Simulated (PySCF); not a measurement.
SMILES COCC(C)=O (C4H8O2), GFN2-xTB optimised geometry.

```
14

C      2.38    -0.63     0.00
O      0.98    -0.63     0.00
C      0.43     0.67     0.00
C     -1.09     0.64    -0.01
C     -1.70    -0.72    -0.04
O     -1.72     1.67     0.01
H      2.69    -1.67     0.00
H      2.78    -0.12     0.89
H      2.78    -0.13    -0.89
H      0.76     1.23     0.89
H      0.77     1.24    -0.88
H     -1.37    -1.28     0.84
H     -1.33    -1.26    -0.91
H     -2.78    -0.65    -0.06
```

Density from PBE/def2-TZVP in PySCF at that geometry.

Minimum of the electron density along straight lines between bonded atoms, close to the bond critical point (lines longer than 1.1 times the sum of covalent radii, or with two minima, are not listed):

```tsv
bond	length / Å	ρ at the minimum / e bohr⁻³	∇²ρ there / e bohr⁻⁵	position (fraction from the first atom)
C1–O2	1.405	0.265	(withheld)	0.36
O2–C3	1.404	0.270	(withheld)	0.64
C3–C4	1.522	0.256	-0.65	0.50
C4–C5	1.497	0.262	-0.66	0.51
C4–O6	1.204	0.425	-0.11	0.34
C1–H7	1.088	0.285	-1.00	0.65
C1–H8	1.097	0.278	-0.94	0.64
C1–H9	1.097	0.278	-0.94	0.64
C3–H10	1.103	0.274	-0.92	0.65
C3–H11	1.103	0.274	-0.92	0.65
C5–H12	1.087	0.275	-0.92	0.64
C5–H13	1.087	0.275	-0.92	0.64
C5–H14	1.086	0.279	-0.95	0.64
```

### Question
Complete the blanks.

### Answer

- C1–O2, ∇²ρ there / e bohr⁻⁵: -0.57
- O2–C3, ∇²ρ there / e bohr⁻⁵: -0.61
